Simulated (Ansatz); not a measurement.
`[F][Zr]([F])([F])[I]` + `C[N](C)[In]([Cl])[Cl]` → `C[N](C)[Zr]([F])([F])[F]` + `[Cl][In]([Cl])[I]`  (redistribution)

Isolated molecules relaxed with PBE0-D4/def2-TZVP in Ansatz; ΔE leaves out vibrations. CBS: MP2 limit from def2 TZ/QZ plus the TZ coupled-cluster correction, frozen cores. DFT in def2-TZVPP. HSE06 is defined as in plane-wave codes. Elements past krypton have def2 core potentials. For I, In, Zr outer-core shells are correlated without core-valence functions, which leaves a few kJ/mol of doubt a bond. One conformer a species, not always the lowest.

```json
{"level": "HSE06", "ΔE (eV)": "-0.59"}
{"level": "RPA@PBE/def2-TZVPP", "ΔE (eV)": "-0.48"}
{"level": "SCS-MP2/def2-QZVPP", "ΔE (eV)": "-0.53"}
{"level": "CCSD/CBS(def2)", "ΔE (eV)": "-0.57"}
```

**Question.** What does CCSD(T)/CBS give? (An estimate is asked.)

**Answer.** Ansatz gave: -0.54 eV. The listed levels differ from it by -0.05, 0.06, 0.01, -0.03 eV.

Largest T1 diagnostic among the species: 0.016.

At CCSD(T), def2-SVP lies −0.20 eV from the extrapolated value and def2-TZVPP +0.03 eV. In def2-TZVPP, CCSD(T) changes the Hartree–Fock value by +0.13 eV (the triples alone add +0.03 eV) and MP2 by +0.14 eV. From r2SCAN to r2SCAN0 (25 % exact exchange), in def2-TZVPP and without D4, ΔE moves by −0.03 eV.
